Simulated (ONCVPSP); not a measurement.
**Before and after: ONCV potential for arsenic**

* Element: arsenic (As)
* Generator: ONCVPSP 4.0.1
* Type: optimised norm-conserving Vanderbilt (ONCV)
* Functional: PBE
* Relativity: fully relativistic
* Frozen core: [Ar] 3d10
* Valence charge: 5
* Reference configuration: 4s2 4p3
* Partial waves: 4s: rc 1.65 bohr, ncon 4, nbas 8, qcut 3.9 1/bohr, 1 projector; 4p: rc 1.85 bohr, ncon 5, nbas 9, qcut 4.1 1/bohr, 1 projector; d scattering state at 0.29 Ha: rc 1.95 bohr, ncon 3, nbas 7, qcut 5.1 1/bohr, 2 projectors, debl 2.3 Ha
* Local potential: polynomial inside 1.20 bohr (lpopt 5, dvloc0 3 Ha)
* Core correction: Teter function, fcfact 4.5, rcfact 1.75

Open shells are filled in proportion to 2j + 1.

All-electron outer shells of the reference configuration (PBE, scalar-relativistic, ld1.x):

```csv
shell,level (eV),outermost node (bohr),outermost maximum (bohr)
3p,-133.68,0.22,0.52
3d,-40.65,–,0.47
4s,-14.49,0.73,1.61
4p,-5.19,0.78,2.00
```

Change: core correction polynomial model core, fcfact 0.7.

Cutoffs: the cutoffs (Ha) at which the residual kinetic energy of the hardest occupied pseudo-wave falls to 1 and 0.1 mHa per electron; they do not see the model core or the augmentation charge, which bear on the density cutoff. Errors are all-electron minus pseudo energies relative to the spin-unpolarised reference configuration.

Predict the effect on cutoff, ghosts and configuration errors.

The potential gets neither clearly harder nor softer (17 Ha and 57 Ha → 17 Ha and 57 Ha); of the 4 tests that both files solve, the error grows in 0 and shrinks in 4 by more than 15 % and 0.3 meV (median size 139.6 → 7.0 meV); neither file shows a bound ghost. A model core, the more so a compact one, raises the density cutoff, which this test does not measure.

| quantity | base | changed |
| --- | --- | --- |
| cutoff, loose | 17 Ha | 17 Ha |
| cutoff, tight | 57 Ha | 57 Ha |
| bound ghosts | none | none |
| GHOST(+) flags under 300 eV | s at 28.0 eV | s at 28.0 eV |
| error for 4s2 4p2, meV [ΔE 9.15 eV] | -39 | +0.2 |
| error for 4s2 4p1, meV [ΔE 27.07 eV] | -240 | -6.9 |
| error for 4s2 4p0, meV [ΔE 54.78 eV] | -751 | -50 |
| error for 4s1 4p4, meV [ΔE 9.41 eV] | -13 | -7.0 |
| s: phases at 1.67 bohr within 0.05 rad from the reference energy up to (Ha; the scan ends near 5) | 0.6 | 0.6 |
| p3/2: phases at 1.87 bohr within 0.05 rad from the reference energy up to (Ha; the scan ends near 5) | 1.7 | 1.7 |
| p1/2: phases at 1.87 bohr within 0.05 rad from the reference energy up to (Ha; the scan ends near 5) | 1.8 | 1.8 |
| d5/2: phases at 1.98 bohr within 0.05 rad from the reference energy up to (Ha; the scan ends near 5) | 4.0 | 4.0 |
| d3/2: phases at 1.98 bohr within 0.05 rad from the reference energy up to (Ha; the scan ends near 5) | 4.0 | 4.0 |
| rms error of d²Exc/dni dnj with the model core, mHa | 1.75 | 1.50 |

Base: The cutoffs count occupied waves only; projector 2 of the d channel, the hardest unoccupied one, needs 66 Ha at the loose tolerance. Changed file: The cutoffs count occupied waves only; projector 2 of the d channel, the hardest unoccupied one, needs 66 Ha at the loose tolerance.
